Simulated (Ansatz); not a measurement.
A nudged elastic band was laid between two geometries of Cl3HSn (5 atoms, charge 0, multiplicity 1).

Computed with Ansatz 0.2.0, UKS PBE-D4/def2-SVP.

```yaml
movable_images: 7
climbing_image: yes
spring: 5.0 eV/Å²
optimiser: quadratic models (default)
start_path: through a guess of the saddle point
force_threshold: 0.05 eV/Å
iteration_limit: 60
end_points: relaxed
```

Image 0:

```xyz
5
Properties=species:S:1:pos:R:3
Sn 0.620 1.233 0.314
Cl 1.230 -0.740 -1.152
H -0.740 -0.638 -1.050
Cl -1.856 -0.003 -0.574
Cl 0.746 0.147 2.461
```

Image 8:

```xyz
5
Properties=species:S:1:pos:R:3
Sn 0.366 1.319 0.381
Cl 1.051 -0.922 -1.354
H -0.292 -0.791 -1.163
Cl -1.797 0.231 -0.335
Cl 0.673 0.163 2.471
```

Q: What changes between the two ends?

A: Bonds broken: H3–Cl4. Bonds formed: Cl2–H3.  The two ends are copies of one structure, up to a mirror image or an exchange of like atoms.

Q: What energy profile does the band end with?

A: It converged. The highest image is number 4 of 0 to 8, 0.7 kcal/mol above the ends, which have the same energy within 2 meV. A vibrational analysis at the climbing image gives one clearly imaginary mode, 154i cm⁻¹: a first-order saddle point. The orbitals stay closed-shell, which can raise the energy where a bond breaks towards radicals; this wasn't checked here.

```json
{"image": "0", "path coordinate (Å)": "0.00", "energy (kcal/mol)": "0.0", "H3–Cl4 (Å)": "1.37", "Cl2–H3 (Å)": "1.98"}
{"image": "1", "path coordinate (Å)": "0.10", "energy (kcal/mol)": "0.1", "H3–Cl4 (Å)": "1.39", "Cl2–H3 (Å)": "1.88"}
{"image": "2", "path coordinate (Å)": "0.20", "energy (kcal/mol)": "0.3", "H3–Cl4 (Å)": "1.43", "Cl2–H3 (Å)": "1.78"}
{"image": "3", "path coordinate (Å)": "0.30", "energy (kcal/mol)": "0.6", "H3–Cl4 (Å)": "1.49", "Cl2–H3 (Å)": "1.67"}
{"image": "4", "path coordinate (Å)": "0.40", "energy (kcal/mol)": "0.7", "H3–Cl4 (Å)": "1.57", "Cl2–H3 (Å)": "1.58"}
{"image": "5", "path coordinate (Å)": "0.50", "energy (kcal/mol)": "0.6", "H3–Cl4 (Å)": "1.67", "Cl2–H3 (Å)": "1.49"}
{"image": "6", "path coordinate (Å)": "0.61", "energy (kcal/mol)": "0.3", "H3–Cl4 (Å)": "1.78", "Cl2–H3 (Å)": "1.43"}
{"image": "7", "path coordinate (Å)": "0.71", "energy (kcal/mol)": "0.1", "H3–Cl4 (Å)": "1.89", "Cl2–H3 (Å)": "1.39"}
{"image": "8", "path coordinate (Å)": "0.82", "energy (kcal/mol)": "0.0", "H3–Cl4 (Å)": "2.00", "Cl2–H3 (Å)": "1.36"}
```

Q: What is the geometry of the highest image?

A: 
```xyz
5
Properties=species:S:1:pos:R:3
Sn 0.480 1.269 0.330
Cl 1.078 -0.820 -1.240
H -0.479 -0.652 -1.047
Cl -1.769 0.058 -0.491
Cl 0.691 0.145 2.447
```

Q: What are the harmonic wavenumbers there?

A: 154i, 75, 88, 208, 336, 348, 683, 760, 1078 cm⁻¹.

The band took 10 iterations and of the order of 5 core-minutes.

The run took 2.4 min on 2 threads of Arm Neoverse V2, with other jobs on the host, peak memory 0.16 GiB.
